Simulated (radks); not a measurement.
The numbers below are computed, except where a source is named.
Ionisation ladder of bismuth, from Bi44+ to Bi75+ (ions without a valid solution omitted). Each ion is in the ground configuration listed by NIST, and IE = E(next ion) - E(this ion). Level of theory: scalar-relativistic Kohn-Sham, SCAN, spin-polarised, spherical densities, finite nucleus; open shells are filled with parallel spins first (spin-orbit coupling, left out, can overturn this in heavy ions); meta-GGA in the generalised Kohn-Sham scheme; Fermi nuclear charge, rms radius 5.5211 fm (a radial shooting solver on a logarithmic mesh with Libxc functionals).

species,configuration,E (hartree),"IE, Delta-SCF (eV)",-e(HOMO) (eV),HOMO,<r> HOMO (bohr),"IE, NIST (eV)",kind,error (eV)
Bi44+,[Kr] 4d3,-20242.0918,2242.2,2212.3,4d up,0.356,2253,theory,-10.8
Bi45+,[Kr] 4d2,-20159.6919,2304.7,2274.8,4d up,0.353,2321,theory,-16.3
Bi46+,[Kr] 4d1,-20074.9970,2367.4,2337.4,4d up,0.351,2385,theory,-17.6
Bi47+,[Kr],-19987.9974,2694.6,2665.7,4p,0.352,2641,theory,+53.6
Bi48+,[Ar] 3d10 4s2 4p5,-19888.9721,2755.7,2727.2,4p down,0.351,2703,theory,+52.7
Bi55+,[Ar] 3d10,-19109.4906,5654.4,5585.1,3d,0.152,5599,theory,+55.4
Bi56+,[Ar] 3d9,-18901.6935,5800.4,5730.8,3d down,0.151,5740,theory,+60.4
Bi57+,[Ar] 3d8,-18688.5325,5946.8,5876.9,3d down,0.150,5892,theory,+54.8
Bi58+,[Ar] 3d7,-18469.9924,6093.4,6023.4,3d down,0.149,6054,theory,+39.4
Bi59+,[Ar] 3d6,-18246.0652,6240.0,6170.1,3d down,0.148,6208,theory,+32.0
Bi60+,[Ar] 3d5,-18016.7499,6444.3,6371.0,3d up,0.147,6358,theory,+86.3
Bi61+,[Ar] 3d4,-17779.9248,6598.4,6524.8,3d up,0.146,6648,theory,-49.6
Bi62+,[Ar] 3d3,-17537.4377,6752.8,6679.0,3d up,0.145,6804,theory,-51.2
Bi63+,[Ar] 3d2,-17289.2767,6907.3,6833.4,3d up,0.144,6977,theory,-69.7
Bi64+,[Ar] 3d1,-17035.4379,7061.7,6987.9,3d up,0.144,7137,theory,-75.3
Bi65+,[Ar],-16775.9237,7765.9,7703.0,3p,0.161,7580,theory,+185.9
Bi66+,[Ne] 3s2 3p5,-16490.5324,7900.8,7838.8,3p down,0.160,7720,theory,+180.8
Bi67+,[Ne] 3s2 3p4,-16200.1844,8032.7,7972.2,3p down,0.159,7870,theory,+162.7
Bi70+,[Ne] 3s2 3p1,-15295.6279,8494.2,8431.7,3p up,0.157,8950,theory,-455.8
Bi73+,[Ne],-14294.7399,20826,20650,2p,0.0594,20130,theory,+695.6
Bi74+,[He] 2s2 2p5,-13529.4120,21194,21021,2p down,0.0591,20500,theory,+694.0
Bi75+,[He] 2s2 2p4,-12750.5468,21550,21383,2p down,0.0588,20920,theory,+630.1

Reference values: NIST Atomic Spectra Database (exp. = measured, semi-emp. = semi-empirical, theory = theoretical value adopted there). The ionisation energy per charge of the ion left behind rises most, in proportion, at Bi73+ ([Ne]), from 119.64 to 281.43 eV. Open shells are spherical and high-spin; term and fine-structure splittings are not resolved. Spin-orbit splitting is averaged out at the scalar-relativistic level.
